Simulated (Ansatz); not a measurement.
A thermochemical cycle in electronic energies (no zero-point or thermal terms), species as SMILES, kcal/mol. Structures are relaxed separately at B3LYP-D3(BJ)/def2-TZVP in Ansatz (a first-principles code), one conformer each, not searched for the lowest. Cores are frozen in the correlated levels unless marked. UHF or UKS for open shells. No spin-orbit coupling. Non-relativistic. CBS(X,Y): correlation extrapolated as X^-3; Hartree-Fock from the larger set. The bracket is a focal-point correction in the basis named. Anions need diffuse functions, of which def2-TZVPD holds fewer than the aug- sets.

```csv
step,"RI-MP2/CBS(aug-cc-pVTZ,aug-cc-pVQZ)+[CCSD(T)-MP2]/aug-cc-pVDZ (Ansatz)",PBE-D3(BJ)/def2-TZVPD (Ansatz + dftd3)
"electron affinity EA, positive where the anion is bound: [CH2]B(C)O + e- → [CH2-]B(C)O",31.8,29.5
deprotonation energy A: CB(C)O [dimethylborinic acid] -> [CH2-]B(C)O + H+,387.1,385.3
"ionisation of the H atom at the same level, IE",313.7,313.5
```

**Question.** Find the bond energy D: CB(C)O [dimethylborinic acid] → [CH2]B(C)O + H atom.

**Answer.** Breaking the bond, ionising the H atom and attaching the electron to the radical add up to the deprotonation, A = D + IE - EA. At RI-MP2/CBS(aug-cc-pVTZ,aug-cc-pVQZ)+[CCSD(T)-MP2]/aug-cc-pVDZ: D = A - IE + EA = 387.1 - 313.7 + 31.8 = 105.2. At PBE-D3(BJ)/def2-TZVPD: D = A - IE + EA = 385.3 - 313.5 + 29.5 = 101.3. The functional differs from the first level by -3.9 in D, -2.3 in EA and -1.8 in A; for EA and A the gap mixes functional and basis. The site is the one shown; other sites or isomers of the anion may lie lower.
